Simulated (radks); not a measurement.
Problem. Species: Lu XXXVI. Configuration: [Kr]. Method: non-relativistic Kohn-Sham, PBE, spin-polarised, spherical densities, point nucleus; relativity is left out, which matters for an element this heavy; computed with a radial shooting solver on a logarithmic mesh with Libxc functionals. Some entries of the table are withheld. Estimate them.

orbital,occ.,eigenvalue (eV),r(max) (bohr),<r^2> (bohr^2)
1s,2,-59926.61,0.01416,0.0006089
2s,2,-10976.13,0.07723,0.009554
2p,6,(1),0.06001,0.007076
3s,2,-3545.374,(2),0.05881
3p,6,-3360.452,0.1995,0.05438
3d,10,-3020.886,0.1576,0.04224
4s,2,-1634.149,0.4486,0.2335
4p,6,-1554.537,0.4451,(3)

Solution. 
(1) 2p eigenvalue (eV): -10565.06
(2) 3s r(max) (bohr): 0.2116
(3) 4p <r^2> (bohr^2): 0.2326
